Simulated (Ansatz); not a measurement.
Consider the formal exchange of groups at the Si–O bond: `O[SiH](F)I` + `CC` → `CC[SiH](F)I` + H₂O.

Program: Ansatz. Geometries: PBE0-D4/def2-TZVP. ΔE: electronic, gas phase. CBS: MP2 limit from def2 TZ/QZ plus the TZ coupled-cluster correction, frozen cores. This one scheme is used for every species. Functionals use def2-TZVPP. def2 core potentials past Kr. For I outer-core shells are correlated without core-valence functions, which leaves a few kJ/mol of doubt a bond. One conformer a species, not always the lowest.

```json
{"level": "B2PLYP", "ΔE (kcal/mol)": "27.9"}
{"level": "HF/CBS(def2)", "ΔE (kcal/mol)": "31.4"}
```

Task: What does CCSD(T)/CBS give? (Best estimate.)

Result: The calculation gave: +24.9 kcal/mol. The listed levels differ from it by 3.0, 6.5 kcal/mol.

Largest T1 diagnostic among the species: 0.010.

In def2-TZVPP, CCSD(T) changes the Hartree–Fock value by −5.5 kcal/mol (the triples alone add −0.7 kcal/mol) and MP2 by −5.7 kcal/mol. The D4 term adds −2.2 kcal/mol with B3LYP and −1.3 kcal/mol with PBE0; it sums over pairs of atoms, weighted by their polarisabilities, and B3LYP, whose exchange is more repulsive, gets the larger term.

B3LYP here is the variant with VWN-RPA as its local correlation; programs differ in this.
